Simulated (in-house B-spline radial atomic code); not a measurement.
Two electrons outside the [He] 2s2 core: K¹³⁺

Computed with a B-spline radial code for spherical atoms: configuration interaction (CI) of the two valence electrons in the field of the frozen Dirac-Fock core, alone and with many-body perturbation theory for the core (screened one- and two-electron correlation potentials), Breit and QED terms; no-pair Dirac Hamiltonian, finite nucleus. Labels give the configuration (outer n counted up each series) and the leading LS term, or the jj pair where no LS term holds 70 %.

The outer s² shell of this core is soft: its mixing with p² is only treated to second order, so levels can be several per cent off.

Command:
```bash
python run_mb.py task.json out
```
Settings (nuclear radius in fm, box in bohr, cutoff in hartree):
```
basis_form          3
Z                   19
core_configuration  [He] 2s2
rms_radius          3.4349
mass_number         39
speed_of_light      137.036
box_radius          6.0
lmax                6
intervals           61
virtual_cutoff      722.0
```

Time taken, with all properties: 32 s on 1 thread of Intel(R) Xeon(R) 6975P-C (shared host).

Excitation energies (cm⁻¹):

| level | purity of the LS term | CI alone | CI + MBPT + Breit + QED |
| --- | --- | --- | --- |
| 2p2 3P0 | 0.98 | 0 | 0 |
| 2p2 3P1 | 1.0 | 13480 | 13066 |
| 2p2 3P2 | 0.96 | ? | ? |
| 2p2 1D2 | 0.959 | ? | ? |

Q: Where does 2p2 1D2 lie?

A: 97640 cm⁻¹ in CI alone and 95442 cm⁻¹ with all corrections.

Q: Where does 2p2 3P2 lie?

A: 29968 cm⁻¹ in CI alone and 28130 cm⁻¹ with all corrections.

Q: What is the first ionisation energy?

A: 787.51 eV to the 2p1/2 state of the next ion (785.9 eV from CI alone). NIST lists 786.3 ± 0.3 eV (semi-empirical).
